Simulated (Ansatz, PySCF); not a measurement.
Cl2GeH, SMILES [Cl][GeH][Cl], multiplicity 2. Atoms are numbered in the order given.

```xyz
4

Cl    -0.0064    -0.6514     1.7312
Ge     0.0315     0.6135     0.0000
Cl    -0.0064    -0.6514    -1.7312
H      1.3835     1.3678     0.0000
```
Charge 0, spin multiplicity 2.

The structure is a stationary point at ωB97X-D3(BJ)/def2-TZVP. The isomer is the one that the SMILES or the coordinates give; other isomers of the formula were not compared.

Two levels are set side by side: PBE-D3(BJ)/def2-TZVP (Ansatz, a quantum-chemistry and plane-wave program) and ωB97X-D3(BJ)/def2-TZVP (PySCF). Each level has its own optimised geometry; the coordinates shown are those of the second. Frequencies come from the Hessian of PySCF at each geometry. Differences are taken from unrounded values.

```json
[
 {"quantity": "mean bond length (Å)", "ωB97X-D3(BJ)": "1.946", "PBE-D3(BJ)": "1.976", "PBE-D3(BJ) minus ωB97X-D3(BJ)": "0.030"},
 {"quantity": "bond Cl1–Ge2 (Å)", "ωB97X-D3(BJ)": "2.144", "PBE-D3(BJ)": "2.177", "PBE-D3(BJ) minus ωB97X-D3(BJ)": "0.032"},
 {"quantity": "bond Ge2–Cl3 (Å)", "ωB97X-D3(BJ)": "2.144", "PBE-D3(BJ)": "2.177", "PBE-D3(BJ) minus ωB97X-D3(BJ)": "0.032"},
 {"quantity": "bond Ge2–H4 (Å)", "ωB97X-D3(BJ)": "1.548", "PBE-D3(BJ)": "1.575", "PBE-D3(BJ) minus ωB97X-D3(BJ)": "0.026"},
 {"quantity": "highest harmonic wavenumber (cm⁻¹)", "ωB97X-D3(BJ)": "2077", "PBE-D3(BJ)": "1909", "PBE-D3(BJ) minus ωB97X-D3(BJ)": "-168"},
 {"quantity": "mean harmonic wavenumber (cm⁻¹)", "ωB97X-D3(BJ)": "725", "PBE-D3(BJ)": "663", "PBE-D3(BJ) minus ωB97X-D3(BJ)": "-62"},
 {"quantity": "zero-point energy (kcal/mol)", "ωB97X-D3(BJ)": "6.22", "PBE-D3(BJ)": "5.69", "PBE-D3(BJ) minus ωB97X-D3(BJ)": "-0.53"}
]
```

GGA bonds tend to be longer and softer than those of functionals with exact exchange. Differences between two approximate levels are no errors against the true value.
